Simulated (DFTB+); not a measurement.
DFTB+ input (SCC-DFTB): The folder sk holds the Slater-Koster set scc that CP2K ships.

```
Geometry = xyzFormat {
12

C     -1.94061100     0.06618500     0.16280700
C     -0.62160900    -0.19048400    -0.42344600
O     -0.10581600    -0.62061200    -1.34929400
O      0.52589600     0.45781400     0.69306700
C      1.95413300     0.15304200     0.49379800
H     -2.69327200    -0.24422300    -0.56097700
H     -2.04311400     1.12903400     0.38740800
H     -2.05625200    -0.50909700     1.08408700
H      2.11213900     0.15037000    -0.57922400
H      2.51390400     0.95774300     0.96147200
H      2.18182000    -0.81658700     0.92807900
H      0.27265600     0.46268900     1.63001800
}
Hamiltonian = DFTB {
  SCC = Yes
  SCCTolerance = 1e-8
  MaxSCCIterations = 300
  Charge = 1
  SlaterKosterFiles = Type2FileNames {
    Prefix = "sk/"
    Separator = ""
    Suffix = ".spl"
    LowerCaseTypeName = Yes
  }
  MaxAngularMomentum {
    C = "p"
    H = "s"
    O = "p"
  }
  Filling = Fermi { Temperature [K] = 0 }
}
ParserOptions { ParserVersion = 14 }
```

Output:

```
|===============================================================================
|
|
|  Copyright (C) 2006 - 2025  DFTB+ developers group
|
|===============================================================================
|
|  When publishing results obtained with DFTB+, please cite the following
|  reference:
|
|    Recent Developments in DFTB+, a Software Package for Efficient Atomistic
|    Quantum Mechanical Simulations, J. Phys. Chem. A 129, 5373−5390 (2025).
|    [https://doi.org/10.1021/acs.jpca.5c01146]
|
|  You should also cite additional publications crediting the parametrization
|  data you use. Please consult the documentation of the SK-files for the
|  references.
|
|===============================================================================

Reading input file 'dftb_in.hsd'
Parser version: 14

--------------------------------------------------------------------------------
Reading SK-files:
./sk/cc.spl
./sk/co.spl
./sk/ch.spl
./sk/oo.spl
./sk/oh.spl
./sk/hh.spl
Done.

Processed input in HSD format written to 'dftb_pin.hsd'

Starting initialization...
--------------------------------------------------------------------------------
WARNING!
-> Dipole printed for a charged system : origin dependent quantity
Mode:                        Static calculation
Self consistent charges:     Yes
SCC-tolerance:                 0.100000E-07
Max. scc iterations:                    300
Shell resolved Hubbard:      No
Spin polarisation:           No
Nr. of up electrons:            15.000000
Nr. of down electrons:          15.000000
Periodic boundaries:         No
Electronic solver:           Relatively robust
Mixer:                       Broyden mixer
Mixing parameter:                  0.200000
Nr. of chrg. vec. in memory:            300
Max. SCC-cycles:                        300
Electronic temperature:              0.100000E-07 H      0.272114E-06 eV
Initial charges:             Set automatically (system chrg:   0.100E+01)
Included shells:             C:  s, p
                             O:  s, p
                             H:  s
Extra options:
                             Mulliken analysis

--------------------------------------------------------------------------------

***  Geometry step: 0

 iSCC Total electronic   Diff electronic      SCC error
    1   -0.14467189E+02    0.00000000E+00    0.69503971E+00
    2   -0.14489643E+02   -0.14467189E+02    0.48206570E+00
    3   -0.14504080E+02   -0.22454062E-01    0.12027038E+00
    4   -0.14504729E+02   -0.14437401E-01    0.57805846E-01
    5   -0.14504954E+02   -0.64839881E-03    0.16793411E-01
    6   -0.14504992E+02   -0.22501986E-03    0.28115869E-02
    7   -0.14504992E+02   -0.38704165E-04    0.11655711E-02
    8   -0.14504993E+02   -0.10754049E-06    0.29135501E-03
    9   -0.14504993E+02   -0.11161424E-06    0.54124752E-04
   10   -0.14504993E+02   -0.25683722E-08    0.11805737E-04
   11   -0.14504993E+02   -0.18894752E-09    0.16406139E-05
   12   -0.14504993E+02   -0.54285465E-11    0.11542657E-05
>> Charges saved for restart in charges.bin
   13   -0.14504993E+02   -0.62172489E-13    0.66281025E-08

Total Energy:                      -14.1300959279 H         -384.4995 eV
Extrapolated to 0K:                -14.1300959279 H         -384.4995 eV
Total Mermin free energy:          -14.1300959279 H         -384.4995 eV
Force related energy:              -14.1300959279 H         -384.4995 eV

 Fermi distribution function

Calculation with static geometry

********************************************************************************
 iSCC Total electronic   Diff electronic      SCC error
   13   -0.14504993E+02   -0.62172489E-13    0.66281025E-08
********************************************************************************

 Total charge:     1.00000000

 Atomic gross charges (e)
 Atom           Charge
    1      -0.23118071
    2       0.50862366
    3      -0.12942680
    4      -0.25771020
    5       0.00589321
    6       0.15412968
    7       0.13996328
    8       0.13316700
    9       0.10960628
   10       0.11073873
   11       0.09605096
   12       0.36014492

Nr. of electrons (up):     30.00000000
Atom populations (up)
 Atom       Population
    1       4.23118071
    2       3.49137634
    3       6.12942680
    4       6.25771020
    5       3.99410679
    6       0.84587032
    7       0.86003672
    8       0.86683300
    9       0.89039372
   10       0.88926127
   11       0.90394904
   12       0.63985508

l-shell populations (up)
 Atom Sh.   l       Population
    1   1   0       1.26082700
    1   2   1       2.97035371
    2   1   0       1.14764738
    2   2   1       2.34372896
    3   1   0       1.71760147
    3   2   1       4.41182533
    4   1   0       1.72098197
    4   2   1       4.53672823
    5   1   0       1.24765700
    5   2   1       2.74644980
    6   1   0       0.84587032
    7   1   0       0.86003672
    8   1   0       0.86683300
    9   1   0       0.89039372
   10   1   0       0.88926127
   11   1   0       0.90394904
   12   1   0       0.63985508

Orbital populations (up)
 Atom Sh.   l   m       Population  Label
    1   1   0   0       1.26082700  s
    1   2   1  -1       1.02489958  p_y
    1   2   1   0       1.01961578  p_z
    1   2   1   1       0.92583834  p_x
    2   1   0   0       1.14764738  s
    2   2   1  -1       0.76414432  p_y
    2   2   1   0       0.77545984  p_z
    2   2   1   1       0.80412479  p_x
    3   1   0   0       1.71760147  s
    3   2   1  -1       1.34594521  p_y
    3   2   1   0       1.44022639  p_z
    3   2   1   1       1.62565373  p_x
    4   1   0   0       1.72098197  s
    4   2   1  -1       1.88035627  p_y
    4   2   1   0       1.36361821  p_z
    4   2   1   1       1.29275375  p_x
    5   1   0   0       1.24765700  s
    5   2   1  -1       1.00484655  p_y
    5   2   1   0       1.02665832  p_z
    5   2   1   1       0.71494493  p_x
    6   1   0   0       0.84587032  s
    7   1   0   0       0.86003672  s
    8   1   0   0       0.86683300  s
    9   1   0   0       0.89039372  s
   10   1   0   0       0.88926127  s
   11   1   0   0       0.90394904  s
   12   1   0   0       0.63985508  s

Fermi level:                        -0.3875331690 H          -10.5453 eV
Band energy:                       -21.2362297178 H         -577.8672 eV
TS:                                  0.0000000000 H            0.0000 eV
Band free energy (E-TS):           -21.2362297178 H         -577.8672 eV
Extrapolated E(0K):                -21.2362297178 H         -577.8672 eV
Input / Output electrons (q):     30.0000000000     30.0000000000

Energy H0:                         -14.6268738950 H         -398.0175 eV
Energy SCC:                          0.1218813089 H            3.3166 eV
Total Electronic energy:           -14.5049925861 H         -394.7009 eV
Repulsive energy:                    0.3748966582 H           10.2015 eV
Total energy:                      -14.1300959279 H         -384.4995 eV
Extrapolated to 0:                 -14.1300959279 H         -384.4995 eV
Total Mermin free energy:          -14.1300959279 H         -384.4995 eV
Force related energy:              -14.1300959279 H         -384.4995 eV

Non-constrained calculation

SCC converged

Warning: dipole moment is not defined absolutely!
Dipole moment:   -0.25529752    0.21615682    1.09078275 au
Dipole moment:   -0.64890161    0.54941589    2.77249344 Debye
```

The dipole moment of an ion depends on the origin.

The geometry given is a B3LYP-D3(BJ)/def2-TZVP minimum.
